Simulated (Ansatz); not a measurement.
Compare A (`BN[SiH2][SiH3]`) with its isomer B (`NB[SiH2][SiH3]`).

Calculated with Ansatz (gas phase, PBE0-D4/def2-TZVP geometries, no zero-point term in ΔE). CBS: MP2 limit from def2 TZ/QZ plus the TZ coupled-cluster correction, frozen cores. Functionals use def2-TZVPP. B3LYP here is the variant with VWN-RPA as its local correlation; programs differ in this. One conformer a species, not always the lowest.

Q: Which isomer does CCSD(T)/CBS put lower? Give the gap. (Estimate.)

A: Ansatz gave: A, by 10.4 kcal/mol.

Q: Give E(B) − E(A) in kcal/mol with CCSD(T)/def2-TZVPP, ωB97M-V, PBE0-D4, PBE-D4, r2SCAN-D4, B3LYP-D4, B2PLYP. (Estimate.)

A: Ansatz gave: CCSD(T)/def2-TZVPP 10.2, ωB97M-V 10.5, PBE0-D4 7.3, PBE-D4 6.0, r2SCAN-D4 8.5, B3LYP-D4 10.2, B2PLYP 10.8. None reverses the order clearly.

Largest T1 diagnostic: 0.014.

In def2-TZVPP, CCSD(T) changes the Hartree–Fock value by −4.2 kcal/mol (the triples alone add −0.6 kcal/mol) and MP2 by −2.8 kcal/mol. From PBE to PBE0 (25 % exact exchange), in def2-TZVPP and without D4, E(B) − E(A) moves by +1.4 kcal/mol.
